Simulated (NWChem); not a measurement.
## Correlation energy of trisilane (H8Si3)

```xyz
11

Si    -1.9513    -0.0884     0.4230
Si     0.0000     0.0000    -0.8995
Si     1.9513     0.0884     0.4230
H     -3.1721    -0.1371    -0.4352
H     -1.9266    -1.3039     1.2899
H     -2.0302     1.1179     1.2996
H     -0.0545     1.2078    -1.7801
H      0.0545    -1.2078    -1.7801
H      2.0302    -1.1179     1.2996
H      1.9266     1.3039     1.2899
H      3.1721     0.1371    -0.4352
```
Charge 0, spin multiplicity 1.

All runs are NWChem calculations. Structure: optimised with B3LYP/def2-SVP, a minimum by its harmonic frequencies.

Basis set: 6-31G*. Each correlation energy counts from its own Hartree-Fock reference.

The correlated methods keep 15 core orbitals frozen. The Pople sets run with spherical d functions. No row is a measurement; the coupled-cluster row has its own basis-set and correlation limits.

```tsv
method	correlation energy (mHa)
MP2	-238.1
SCS-MP2	___
CR-CCSD[T]	-306.2
CR-CCSD(T)	___
CCSD	-299.5
CCSD+T(CCSD)	-307.9
CCSD(T)	___
```

**Question.** What belongs in the gaps?

**Answer.** 
- SCS-MP2, correlation energy (mHa): -253.3
- CR-CCSD(T), correlation energy (mHa): -305.9
- CCSD(T), correlation energy (mHa): -307.6
